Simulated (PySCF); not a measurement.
Ga(I)2(Me), SMILES [CH3][Ga]([I])[I], B3LYP/def2-SVP optimised geometry.

```
7

Ga    -0.30     0.13     0.00
I      2.22     0.13     0.00
I     -1.43     2.39     0.00
C     -1.35    -1.54     0.03
H     -2.22    -1.45    -0.64
H     -1.70    -1.71     1.05
H     -0.72    -2.39    -0.29
```

Density from B3LYP/def2-TZVP, def2 effective core potentials past Kr (PySCF) at that geometry. The core electrons that the potentials of I replace are not part of the density.

Minimum of the electron density along straight lines between bonded atoms, close to the bond critical point (lines longer than 1.1 times the sum of covalent radii, or with two minima, are not listed):

```tsv
bond	length / Å	ρ at the minimum / e bohr⁻³	∇²ρ there / e bohr⁻⁵	position (fraction from the first atom)
Ga1–I2	2.521	0.071	0.05	0.42
Ga1–I3	2.521	0.071	0.05	0.42
Ga1–C4	1.972	[?]	[?]	0.48
C4–H5	1.100	0.270	-0.90	0.64
C4–H6	1.102	0.268	-0.88	0.64
C4–H7	1.099	0.271	-0.90	0.64
```

Question: Fill in the missing entries.

Answer: 
- Ga1–C4, ρ at the minimum / e bohr⁻³: 0.113
- Ga1–C4, ∇²ρ there / e bohr⁻⁵: 0.16
